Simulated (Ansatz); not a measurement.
`[BH2][SbH][CH3]` → `C[BH][SbH2]`  (isomerisation)

Calculated with Ansatz (gas phase, PBE0-D4/def2-TZVP geometries, no zero-point term in ΔE). CCSD(T)/CBS is the MP2 limit (def2-TZVPP, def2-QZVPP) plus CCSD(T) − MP2 in def2-TZVPP, frozen cores. DFT in def2-TZVPP. HSE06 is defined as in plane-wave codes. Elements past krypton have def2 core potentials. For Sb outer-core shells are correlated without core-valence functions, which leaves a few kJ/mol of doubt a bond.

(1) Is it downhill or uphill in electronic energy at CCSD(T)/CBS, and by how much? (Best estimate.)

(2) What do these levels give: PBE-D4, B97M-V, PBE0-D4, HSE06-D4, BHLYP-D4, CAM-B3LYP-D4, revPBE, r2SCANh, CAM-B3LYP, CCSD/def2-SVP, SCS-MP2/def2-QZVPP, HF/CBS(def2)? (Estimate.)

(3) What do rigid-rotor, harmonic-oscillator terms from PBE0-D4/def2-TZVP frequencies (298.15 K, 1 bar) make of the CCSD(T)/CBS value? (Estimate.)

Largest T1 diagnostic among the species: 0.015.

Answers

(1) Computed: Downhill: ΔE = -33.5 kJ/mol.

(2) Ansatz gave: PBE-D4 -41.4, B97M-V -48.1, PBE0-D4 -42.5, HSE06-D4 -42.4, BHLYP-D4 -39.5, CAM-B3LYP-D4 -42.5, revPBE -38.9, r2SCANh -42.7, CAM-B3LYP -42.8, CCSD/def2-SVP -48.6, SCS-MP2/def2-QZVPP -30.7, HF/CBS(def2) -36.9 kJ/mol.

(3) The calculation gave: ΔZPE = -3.5 kJ/mol, ΔH = -37.0 kJ/mol, ΔS = 1 J/(mol·K), ΔG = -37.3 kJ/mol.

At CCSD(T), def2-SVP lies −14.6 kJ/mol from the extrapolated value and def2-TZVPP −1.5 kJ/mol. Leaving LDA and LC-ωPBE aside and taking each functional with its dispersion term where it has one, the values, not all of them listed here, spread over 11.3 kJ/mol, from B97M-V to B2PLYP. LDA lies −10.6 kJ/mol from PBE without D4.
